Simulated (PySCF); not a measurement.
C5H10O, SMILES C[C@H]1CCOC1. The structure is a stationary point at PBE-D3(BJ)/def2-SVP. Other conformers were not sampled.

**Question.** Give the equilibrium geometry at PBE-D3(BJ)/def2-SVP (PySCF confirms it by a frequency run) as a Z-matrix. (The exact figures need the calculation; the answer reports its results.)

**Answer.** Several could match; the one computed here: 
```
C
H 1 1.1136
C 1 1.5246 2 109.28
H 3 1.1087 1 111.44 2 -59.38
H 3 1.1094 4 107.45 1 -122.46
H 3 1.1106 4 107.67 5 -115.70
C 1 1.5366 2 108.14 3 125.62
H 7 1.1119 1 112.97 2 -40.09
H 7 1.1201 8 107.42 1 121.36
O 7 1.4241 8 109.20 9 119.91
C 10 1.4306 7 109.72 8 137.44
H 11 1.1119 10 109.33 7 132.48
H 11 1.1171 12 107.38 10 -119.00
C 11 1.5312 12 113.10 13 -122.74
H 14 1.1083 11 113.32 12 87.08
H 14 1.1119 15 107.80 11 122.92
```
